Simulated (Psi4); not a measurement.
CH3S (SMILES [CH2]S), doublet, at a GFN2-xTB geometry; HF/aug-cc-pVDZ (Psi4 1.11).

Input for Psi4:
```
memory 2 GB

molecule {
0 2
  C     0.08133729    1.12203680   -0.12550724
  S    -0.07291609   -0.56203814    0.13309778
  H     0.80181200   -0.95782336   -0.79481219
  H    -0.53276719    1.73924269    0.49787221
  H     0.40958879    1.47897019   -1.07958105
}

set basis aug-cc-pvdz
set reference uhf
set cholesky_tolerance 1e-6
set scf_type cd

energy('scf')
print_variables()
```

Task: Write the output that Psi4 gives for this input, abridged.

Result: 
```
   => Loading Basis Set <=

    Name: AUG-CC-PVDZ
    Role: ORBITAL
    Keyword: BASIS

         ---------------------------------------------------------
                                   SCF
               by Justin Turney, Rob Parrish, Andy Simmonett
                          and Daniel G. A. Smith
                              UHF Reference
         ---------------------------------------------------------

  ==> Geometry <==

    Molecular point group: c1
    Full point group: C1

    Geometry (in Angstrom), charge = 0, multiplicity = 2:

       Center              X                  Y                   Z               Mass
    ------------   -----------------  -----------------  -----------------  -----------------
         C            0.095621345888     1.169424368624    -0.154489400480    12.000000000000
         S           -0.058632034112    -0.514650571376     0.104115619520    31.972071174400
         H            0.816096055888    -0.910435791376    -0.823794350480     1.007825032230
         H           -0.518483134112     1.786630258624     0.468890049520     1.007825032230
         H            0.423872845888     1.526357758624    -1.108563210480     1.007825032230

  Running in c1 symmetry.

  Rotational constants: A =      4.81843  B =      0.52677  C =      0.47758 [cm^-1]
  Rotational constants: A = 144452.90991  B =  15792.30107  C =  14317.38365 [MHz]
  Nuclear repulsion =   51.067242366708065

  Charge       = 0
  Multiplicity = 2
  Electrons    = 25
  Nalpha       = 13
  Nbeta        = 12

  ==> Algorithm <==

  SCF Algorithm Type is CD.
  DIIS enabled.
  MOM disabled.
  Fractional occupation disabled.
  Guess Type is SAD.
  Energy threshold   = 1.00e-06
  Density threshold  = 1.00e-06
  Integral threshold = 1.00e-12

  ==> Primary Basis <==

  Basis Set: AUG-CC-PVDZ
    Blend: AUG-CC-PVDZ
    Number of shells: 35
    Number of basis functions: 77
    Number of Cartesian functions: 81
    Spherical Harmonics?: true
    Max angular momentum: 2

  ==> Integral Setup <==

  ==> CDJK: Cholesky-decomposed J/K Matrices <==

    J tasked:                     Yes
    K tasked:                     Yes
    wK tasked:                     No
    Integrals threads:              1
    Algorithm:                   Core
    Integral Cache:              NONE
    Schwarz Cutoff:             1E-12
    Cholesky tolerance:      1.00E-06
    No. Cholesky vectors:         520

  Minimum eigenvalue in the overlap matrix is 5.6934133529E-04.
  Reciprocal condition number of the overlap matrix is 7.2334527261E-05.
    Using symmetric orthogonalization.

  ==> Pre-Iterations <==

  SCF Guess: Superposition of Atomic Densities via on-the-fly atomic UHF (no occupation information).

   -------------------------
    Irrep   Nso     Nmo
   -------------------------
     A         77      77
   -------------------------
    Total      77      77
   -------------------------

  ==> Iterations <==

                        Total Energy        Delta E     RMS |[F,P]|

   @UHF iter SAD:  -436.64023951362407   -4.36640e+02   0.00000e+00
   @UHF iter   1:  -437.02145841077447   -3.81219e-01   3.94230e-03 DIIS/ADIIS
   @UHF iter   2:  -437.08047072387382   -5.90123e-02   2.08363e-03 DIIS/ADIIS
   @UHF iter   3:  -437.09694306367567   -1.64723e-02   5.58493e-04 DIIS/ADIIS
   @UHF iter   4:  -437.10110988374197   -4.16682e-03   2.70467e-04 DIIS/ADIIS
   @UHF iter   5:  -437.10233103700193   -1.22115e-03   1.43919e-04 DIIS/ADIIS
   @UHF iter   6:  -437.10280188555816   -4.70849e-04   5.16519e-05 DIIS
   @UHF iter   7:  -437.10284821178982   -4.63262e-05   1.73951e-05 DIIS
   @UHF iter   8:  -437.10285233399458   -4.12220e-06   6.02149e-06 DIIS
   @UHF iter   9:  -437.10285283728757   -5.03293e-07   2.47071e-06 DIIS
   @UHF iter  10:  -437.10285293260432   -9.53168e-08   1.03098e-06 DIIS
   @UHF iter  11:  -437.10285295120951   -1.86052e-08   4.03225e-07 DIIS
  Energy and wave function converged.

  ==> Post-Iterations <==

   @Spin Contamination Metric:   1.821177377E-02
   @S^2 Expected:                7.500000000E-01
   @S^2 Observed:                7.682117738E-01
   @S   Expected:                5.000000000E-01
   @S   Observed:                5.000000000E-01

    Orbital Energies [Eh]
    ---------------------

    Alpha Occupied:

       1A    -91.973105     2A    -11.267886     3A     -8.975844
       4A     -6.657710     5A     -6.656903     6A     -6.655469
       7A     -1.071276     8A     -0.865204     9A     -0.640774
      10A     -0.562844    11A     -0.502854    12A     -0.467041
      13A     -0.313679

    Alpha Virtual:

      14A      0.036942    15A      0.048569    16A      0.057930
      17A      0.097846    18A      0.118424    19A      0.119966
      20A      0.145741    21A      0.155487    22A      0.170545
      23A      0.175297    24A      0.201733    25A      0.238186
      26A      0.275479    27A      0.284107    28A      0.290203
      29A      0.327694    30A      0.384832    31A      0.403348
      32A      0.417032    33A      0.446559    34A      0.466495
      35A      0.479742    36A      0.522119    37A      0.540996
      38A      0.543331    39A      0.553520    40A      0.587348
      41A      0.597398    42A      0.616347    43A      0.630769
      44A      0.669425    45A      0.672621    46A      0.698262
      47A      0.752750    48A      0.852571    49A      0.908666
      50A      0.969630    51A      0.989456    52A      1.061266
      53A      1.104114    54A      1.125255    55A      1.162859
      56A      1.192363    57A      1.233263    58A      1.264700
      59A      1.365752    60A      1.420369    61A      1.496480
      62A      1.627598    63A      1.648950    64A      1.713286
      65A      1.803930    66A      1.880458    67A      1.933422
      68A      1.946434    69A      2.039117    70A      2.115827
      71A      2.256703    72A      2.275350    73A      2.331295
      74A      2.428573    75A      2.516711    76A      2.935206
      77A      2.943968

    Beta Occupied:

       1A    -91.972298     2A    -11.243479     3A     -8.974965
       4A     -6.658044     5A     -6.656359     6A     -6.651245
       7A     -1.036688     8A     -0.809886     9A     -0.628448
      10A     -0.550491    11A     -0.473175    12A     -0.390201

    Beta Virtual:

      13A      0.037799    14A      0.049181    15A      0.058498
      16A      0.080223    17A      0.101231    18A      0.119603
      19A      0.129767    20A      0.157782    21A      0.171497
      22A      0.176697    23A      0.191804    24A      0.205719
      25A      0.245012    26A      0.279429    27A      0.291696
      28A      0.300044    29A      0.336049    30A      0.393747
      31A      0.410941    32A      0.429966    33A      0.452203
      34A      0.471052    35A      0.505318    36A      0.529839
      37A      0.545638    38A      0.551245    39A      0.571406
      40A      0.594937    41A      0.607831    42A      0.625375
      43A      0.641138    44A      0.680241    45A      0.688120
      46A      0.715280    47A      0.761719    48A      0.880166
      49A      0.913416    50A      0.974317    51A      1.053079
      52A      1.076477    53A      1.114835    54A      1.136538
      55A      1.171803    56A      1.198183    57A      1.238199
      58A      1.268489    59A      1.371391    60A      1.437551
      61A      1.510650    62A      1.649196    63A      1.664740
      64A      1.750664    65A      1.845206    66A      1.882991
      67A      1.936853    68A      1.947249    69A      2.051156
      70A      2.142911    71A      2.280307    72A      2.302274
      73A      2.343396    74A      2.432906    75A      2.523136
      76A      2.942363    77A      2.952129

    Final Occupation by Irrep:
              A
    DOCC [    12 ]
    SOCC [     1 ]
    NA   [    13 ]
    NB   [    12 ]

  @UHF Final Energy:  -437.10285295120951

   => Energetics <=

    Nuclear Repulsion Energy =             51.0672423667080650
    One-Electron Energy =                -703.6843087046080427
    Two-Electron Energy =                 215.5142133866904146
    Total Energy =                       -437.1028529512095133

  UHF NO Occupations:
  HONO-2 :   11  A 1.9972283
  HONO-1 :   12  A 1.9955738
  HONO-0 :   13  A 1.0000000
  LUNO+0 :   14  A 0.0044262
  LUNO+1 :   15  A 0.0027717
  LUNO+2 :   16  A 0.0010261
  LUNO+3 :   17  A 0.0007121

Computation Completed

Properties will be evaluated at   0.000000,   0.000000,   0.000000 [a0]

Properties computed using the SCF density matrix

 Multipole Moments:

 ------------------------------------------------------------------------------------
     Multipole            Electronic (a.u.)      Nuclear  (a.u.)        Total (a.u.)
 ------------------------------------------------------------------------------------

 L = 1.  Multiply by 2.5417464519 to convert [e a0] to [Debye]
 Dipole X            :         -0.5280269            0.6748237            0.1467968
 Dipole Y            :         -1.9991947            2.2387383            0.2395436
 Dipole Z            :          1.0098429           -1.3692086           -0.3593658
 Magnitude           :                                                    0.4561515

 ------------------------------------------------------------------------------------

  Variable Map:
  ----------------------------------------------------------------------------
  "CURRENT ENERGY"           =>    -437.102852951210
  "CURRENT REFERENCE ENERGY" =>    -437.102852951210
  "DD SOLVATION ENERGY"      =>       0.000000000000
  "HF KINETIC ENERGY"        =>     437.145134287600
  "HF POTENTIAL ENERGY"      =>    -874.247987238810
  "HF TOTAL ENERGY"          =>    -437.102852951210
  "HF VIRIAL RATIO"          =>       1.999903278492
  "NUCLEAR REPULSION ENERGY" =>      51.067242366708
  "ONE-ELECTRON ENERGY"      =>    -703.684308704608
  "PCM POLARIZATION ENERGY"  =>       0.000000000000
  "PE ENERGY"                =>       0.000000000000
  "SCF ITERATION ENERGY"     =>    -437.102852951210
  "SCF ITERATIONS"           =>      11.000000000000
  "SCF TOTAL ENERGY"         =>    -437.102852951210
  "TWO-ELECTRON ENERGY"      =>     215.514213386690

  Array Variable Map:
  ----------------------------------------------------------------------------
  "CURRENT DIPOLE"           =>       0.146796771177 ... -0.359365766977 1 by 3
  "SCF DIPOLE"               =>       0.146796771177 ... -0.359365766977 1 by 3
  "SCF TOTAL ENERGIES"       =>    -436.640239513624 ... -437.102852951210 1 by 12
```
